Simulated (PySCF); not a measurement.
PySCF job for Mo(O)2(Cl)(OSiH3) (ClH3MoO3Si), SMILES [O]=[Mo](=[O])([Cl])[O][SiH3], multiplicity 1, PBE-D3(BJ)/def2-SVP. Geometry optimised at PBE-D3(BJ)/def2-SVP. The multiplicity is an assumed one; other spin states were not compared. The def2 effective core potentials stand for the cores of Mo; spin–orbit coupling is left out. One conformer was computed; it need not be the lowest.

```python
import numpy as np
from pyscf import gto, scf, dft, df
from pyscf.hessian import thermo

mol = gto.M(
    atom='''
    Mo    0.30403430    0.42773512    0.00000000
    O     1.29563422    0.62768366    1.35837793
    O     1.29563423    0.62768366   -1.35837794
    Cl   -1.33121635    2.02179800   -0.00000000
    O    -0.41769817   -1.28324504   -0.00000000
    Si   -0.44034573   -2.98360709   -0.00000000
    H     0.25853171   -3.47015212   -1.23483628
    H     0.25853170   -3.47015212    1.23483629
    H    -1.87954828   -3.40161581   -0.00000001
    ''',
    basis='def2-SVP',
    ecp={'Mo': 'def2-svp'},
    charge=0,
    spin=0,
    max_memory=1600,
    verbose=3,
)
mf = dft.RKS(mol, xc='pbe').density_fit(auxbasis='def2-universal-jkfit')
mf.disp = 'd3bj'
mf.grids.level = 3
mf.conv_tol = 1e-11
mf.max_cycle = 100
mf.kernel()

# [left out here: the lines that compute and print the analytic Hessian (its translational invariance restored by hand, since the grid's response is missing), thermochemistry and intensities]
```

Log of the run:

```
converged SCF energy = -1044.66754184465

WARN: DFTD3 does not support analytical Hessian, using finite difference


WARN: Mole.unit (angstrom) is changed to Bohr

Mode                                 0                   1                   2
Irrep
Freq [cm^-1]                       19.8994             40.0178             47.7033
Reduced mass [au]                   4.7145              1.1014              7.4292
Force const [Dyne/A]                0.0011              0.0010              0.0100
Char temp [K]                      28.6308             57.5768             68.6345
Normal mode                   x     y     z       x     y     z       x     y     z
       0  Mo                -0.00 -0.00  0.02   -0.00 -0.00  0.00   -0.03 -0.01 -0.00
       1   O                 0.03  0.08 -0.01    0.03  0.02 -0.02   -0.02 -0.06 -0.00
       2   O                -0.03 -0.08 -0.01   -0.03 -0.02 -0.02   -0.02 -0.06  0.00
       3  Cl                 0.00  0.00 -0.04    0.00  0.00  0.01    0.05  0.07  0.00
       4   O                -0.00  0.00  0.14   -0.00  0.00  0.04   -0.08  0.01 -0.00
       5  Si                 0.00  0.00 -0.08    0.00  0.00 -0.01    0.10  0.00  0.00
       6   H                -0.12  0.16 -0.21    0.47  0.04  0.24    0.15  0.08 -0.00
       7   H                 0.12 -0.16 -0.21   -0.47 -0.04  0.24    0.15  0.08  0.00
       8   H                 0.00 -0.00  0.01    0.00 -0.00 -0.58    0.14 -0.15  0.00
Mode                                 3                   4                   5
Irrep
Freq [cm^-1]                      150.0125            181.8165            252.5113
Reduced mass [au]                  11.4848             21.0152             11.1944
Force const [Dyne/A]                0.1523              0.4093              0.4205
Char temp [K]                     215.8345            261.5935            363.3075
Normal mode                   x     y     z       x     y     z       x     y     z
       0  Mo                -0.02 -0.01 -0.00    0.00 -0.00 -0.04    0.00 -0.00 -0.03
       1   O                -0.04  0.06 -0.00   -0.10  0.09  0.02   -0.03 -0.11  0.01
       2   O                -0.04  0.06  0.00    0.10 -0.09  0.02    0.03  0.11  0.01
       3  Cl                 0.05  0.07  0.00   -0.00 -0.00  0.08    0.00 -0.00 -0.01
       4   O                 0.12 -0.08  0.00   -0.00  0.00  0.04   -0.00  0.00  0.16
       5  Si                -0.01 -0.08  0.00    0.00  0.00  0.00    0.00  0.00  0.01
       6   H                -0.05 -0.13  0.00   -0.00  0.02 -0.01    0.01  0.12 -0.03
       7   H                -0.05 -0.13 -0.00    0.00 -0.02 -0.01   -0.01 -0.12 -0.03
       8   H                -0.04  0.03  0.00    0.00 -0.00 -0.01    0.00 -0.00 -0.04
Mode                                 6                   7                   8
Irrep
Freq [cm^-1]                      260.4846            335.3936            423.8512
Reduced mass [au]                  13.7101             14.4601             23.2933
Force const [Dyne/A]                0.5481              0.9584              2.4655
Char temp [K]                     374.7794            482.5567            609.8275
Normal mode                   x     y     z       x     y     z       x     y     z
       0  Mo                -0.01  0.03 -0.00    0.01  0.01  0.00   -0.05  0.02 -0.00
       1   O                 0.03 -0.12 -0.01   -0.11 -0.04  0.10    0.04 -0.01 -0.06
       2   O                 0.03 -0.12  0.01   -0.11 -0.04 -0.10    0.04 -0.01  0.06
       3  Cl                -0.06  0.04  0.00    0.04 -0.04 -0.00    0.08 -0.08  0.00
       4   O                 0.12 -0.01  0.00    0.06  0.02 -0.00    0.06  0.01  0.00
       5  Si                 0.00 -0.01  0.00    0.01  0.04 -0.00    0.00  0.04  0.00
       6   H                -0.04 -0.06 -0.00   -0.01  0.02 -0.00   -0.02  0.01 -0.00
       7   H                -0.04 -0.06  0.00   -0.01  0.02  0.00   -0.02  0.01  0.00
       8   H                -0.03  0.11 -0.00   -0.01  0.11 -0.00   -0.01  0.10  0.00
Mode                                 9                  10                  11
Irrep
Freq [cm^-1]                      461.4291            677.1503            684.9161
Reduced mass [au]                  10.8601              1.1795              1.2012
Force const [Dyne/A]                1.3624              0.3187              0.3320
Char temp [K]                     663.8938            974.2685            985.4418
Normal mode                   x     y     z       x     y     z       x     y     z
       0  Mo                -0.00 -0.06  0.00   -0.00  0.00 -0.00   -0.00 -0.00 -0.00
       1   O                 0.00  0.02 -0.02   -0.00 -0.00 -0.00   -0.00 -0.00 -0.00
       2   O                 0.00  0.02  0.02    0.00  0.00 -0.00   -0.00 -0.00  0.00
       3  Cl                -0.03  0.04 -0.00   -0.00  0.00  0.00    0.00 -0.00  0.00
       4   O                 0.07  0.02 -0.00    0.00 -0.00  0.07    0.07 -0.01 -0.00
       5  Si                 0.01  0.11 -0.00   -0.00 -0.00 -0.05   -0.05  0.01  0.00
       6   H                -0.01  0.09 -0.00   -0.03 -0.62  0.17    0.17  0.36 -0.01
       7   H                -0.01  0.09  0.00    0.03  0.62  0.17    0.17  0.36  0.01
       8   H                -0.02  0.22  0.00    0.00 -0.00  0.13    0.15 -0.70 -0.00
Mode                                12                  13                  14
Irrep
Freq [cm^-1]                      903.7095            907.1112            911.3285
Reduced mass [au]                   1.5475              1.0509              1.0721
Force const [Dyne/A]                0.7446              0.5095              0.5246
Char temp [K]                    1300.2367           1305.1311           1311.1988
Normal mode                   x     y     z       x     y     z       x     y     z
       0  Mo                 0.01  0.01 -0.00   -0.00  0.00  0.00    0.00  0.00 -0.00
       1   O                -0.02 -0.01 -0.02   -0.00 -0.00 -0.00   -0.01 -0.00 -0.01
       2   O                -0.02 -0.01  0.02    0.00  0.00 -0.00   -0.01 -0.00  0.01
       3  Cl                -0.00  0.00  0.00   -0.00  0.00  0.00   -0.00  0.00  0.00
       4   O                -0.02 -0.09  0.00   -0.00 -0.00  0.00   -0.00 -0.03  0.00
       5  Si                 0.01  0.08  0.00   -0.00  0.00 -0.04   -0.04  0.02  0.00
       6   H                -0.21 -0.39  0.05    0.37  0.15  0.13    0.52 -0.20  0.39
       7   H                -0.21 -0.39 -0.05   -0.37 -0.15  0.13    0.52 -0.20 -0.39
       8   H                 0.15 -0.45 -0.00    0.00 -0.00  0.77   -0.05  0.11 -0.00
Mode                                15                  16                  17
Irrep
Freq [cm^-1]                      991.2476            994.5012           1016.0427
Reduced mass [au]                  18.7191              3.0973             14.3545
Force const [Dyne/A]               10.8368              1.8049              8.7310
Char temp [K]                    1426.1845           1430.8657           1461.8592
Normal mode                   x     y     z       x     y     z       x     y     z
       0  Mo                -0.00 -0.00  0.04    0.02  0.02  0.00    0.03 -0.00  0.00
       1   O                -0.09 -0.02 -0.13   -0.05 -0.01 -0.06   -0.09 -0.02 -0.11
       2   O                 0.09  0.02 -0.13   -0.05 -0.01  0.06   -0.09 -0.02  0.11
       3  Cl                 0.00  0.00 -0.00   -0.00 -0.00 -0.00    0.00 -0.00  0.00
       4   O                 0.00  0.00 -0.00   -0.04 -0.17 -0.00    0.02  0.12  0.00
       5  Si                -0.00 -0.00  0.00    0.00  0.02  0.00   -0.00 -0.03  0.00
       6   H                -0.01 -0.01 -0.00    0.04  0.29 -0.09   -0.01 -0.06  0.01
       7   H                 0.01  0.01 -0.00    0.04  0.29  0.09   -0.01 -0.06 -0.01
       8   H                 0.00 -0.00 -0.02   -0.09  0.30 -0.00    0.01 -0.07  0.00
Mode                                18                  19                  20
Irrep
Freq [cm^-1]                     2183.5866           2197.8071           2203.4292
Reduced mass [au]                   1.0182              1.0533              1.0518
Force const [Dyne/A]                2.8605              2.9975              3.0088
Char temp [K]                    3141.6950           3162.1551           3170.2441
Normal mode                   x     y     z       x     y     z       x     y     z
       0  Mo                -0.00 -0.00 -0.00    0.00  0.00 -0.00    0.00 -0.00 -0.00
       1   O                 0.00  0.00  0.00    0.00  0.00  0.00   -0.00  0.00 -0.00
       2   O                 0.00  0.00 -0.00   -0.00 -0.00  0.00   -0.00  0.00  0.00
       3  Cl                -0.00  0.00 -0.00   -0.00  0.00  0.00   -0.00  0.00 -0.00
       4   O                 0.00  0.00 -0.00   -0.00 -0.00  0.00    0.00  0.00 -0.00
       5  Si                -0.01  0.02 -0.00    0.00 -0.00 -0.04    0.04  0.00  0.00
       6   H                 0.30 -0.20 -0.53   -0.33  0.22  0.56   -0.12  0.09  0.24
       7   H                 0.30 -0.20  0.53    0.33 -0.22  0.56   -0.12  0.09 -0.24
       8   H                -0.39 -0.11  0.00   -0.00 -0.00 -0.02   -0.86 -0.24  0.00
temperature 298.1500 [K]
pressure 101325.00 [Pa]
Rotational constants [GHz] 2.53617 0.92209 0.81105
Symmetry number 1
Zero-point energy (ZPE) 0.03610 [Eh]   94767.862 [J/mol]
                           tot       elec      trans        rot        vib
Entropy [J/mol/K]       421.926      0.000    175.463    123.501    122.962
Cv [J/mol/K]            116.672      0.000     12.472     12.472     91.729
Cp [J/mol/K]            124.987      0.000     20.786     12.472     91.729
Internal energy [J/mol]                      3718.434   3718.434 111076.773
Internal energy [Eh]   -1044.62240  -1044.66754
Enthalpy [J/mol]                             6197.391   3718.434 111076.773
Enthalpy [Eh]          -1044.62146
Gibbs free energy [J/mol]                  -46116.993 -33103.397  74415.757
Gibbs free energy [Eh] -1044.66937
mode   freq/cm-1   IR/(km/mol)
   1       19.90         0.445
   2       40.02         0.009
   3       47.70         0.554
   4      150.01         3.227
   5      181.82         3.354
   6      252.51         3.615
   7      260.48         1.238
   8      335.39         1.906
   9      423.85        50.160
  10      461.43        19.474
  11      677.15        39.549
  12      684.92        41.835
  13      903.71       873.335
  14      907.11        53.339
  15      911.33        82.859
  16      991.25       149.076
  17      994.50       172.897
  18     1016.04       110.520
  19     2183.59        67.238
  20     2197.81        91.193
  21     2203.43        88.640
max |gradient| / (hartree/bohr): 0.00022205789213404034
APT charges: [ 2.1355 -0.5794 -0.5794 -0.4346 -1.3135  1.5454 -0.2581 -0.2581 -0.2578]
```

Self-consistency was reached.

Cost: roughly 2.4 core-minutes.
